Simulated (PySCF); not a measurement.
Coordinates in bohr (charge -1 multiplicity 1):
```
Se    0.5333    0.0000    0.0000
F    -2.8137    0.0000    0.0000
F     0.2851   -3.6119    0.0000
F     0.2851    3.6119    0.0000
```

Method: PBE0 in PySCF with Se def2-TZVPD, F def2-TZVPD; no relativity; density-fitted integrals.

This geometry of [SeF3]- is a stationary point at this level.

**Question.** What is the point group?

**Answer.** C2v.

**Question.** Is it a minimum?

**Answer.** Yes: all harmonic wavenumbers are real.

**Question.** Which band is strongest in the infrared?

**Answer.** 436 cm⁻¹ (b2), 420 km/mol.

**Question.** Give the atomic charges and bond orders.

**Answer.** 
```csv
atom,Mulliken,Löwdin,polar tensor,Mayer order to Se1
Se1,0.41,0.95,1.33,–
F2,-0.33,-0.54,-0.60,0.80
"F3,4",-0.54,-0.70,-0.86,0.49
```

**Question.** Give the ideal-gas entropy at 298.15 K and 1 bar by parts.

**Answer.** translation 170.2, rotation 101.2, vibration 31.4, spin 0.0; total 302.8 J/(mol K).

This need not be the most stable arrangement of these atoms. The lowest empty level of this anion is unbound, so it and the gap depend on the basis.
